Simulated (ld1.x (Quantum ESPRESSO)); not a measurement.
# Transferability test, TM potential for Ce (Z = 58)

ld1.x (Quantum ESPRESSO) 7.5 input, shortened:

```
&input
   title='Ce', zed=58., rel=1, dft='REVPBE', iswitch=3,
   config='[Xe] 4f1 5d1 5f-2 6s2 6p0'
 /
 &inputp
   pseudotype=2, tm=.true., lloc=0,
   nlcc=.false.
 /
4
6P  2  1   0.00   0.00  4.20  4.20  0.0
5D  3  2   1.00   0.00  3.70  3.70  0.0
5F  4  3  -2.00   0.15  4.45  4.45  0.0
6S  1  0   2.00   0.00  2.95  2.95  0.0
 &test
   configts(1)='5d1 6s2 6p0'
 /
```

Energies are relative to the spin-unpolarised reference configuration 5d1 6s2 6p0; without spin polarisation the order of configurations can differ from experiment.

```tsv
valence configuration	charge	ΔE all-electron (eV)	error AE − PS (meV)
5d1 6s0 6p0	+2	16.950	+134
5d1 6s1.5 6p0	+0.5	2.414	-4.4
5d1 6s1 6p1	0	2.420	-2.3
5d1 6s0 6p2	0	4.916	-3.3
5d1.5 6s1.5 6p0	0	0.390	+20
5d0 6s2 6p0	+1	6.365	+254
```

(1) What are ΔE and the potential's error for 5d1 6s1 6p0?

Levels in the configuration 5d1.5 6s1.5 6p0:

```json
{"level": "5d", "all-electron (eV)": "-2.519", "pseudo (eV)": "-2.581"}
{"level": "6s", "all-electron (eV)": "-3.403", "pseudo (eV)": "-3.391"}
```

Answers

(1) ΔE = 5.999 eV all-electron; the error (AE − PS) is -15 meV.
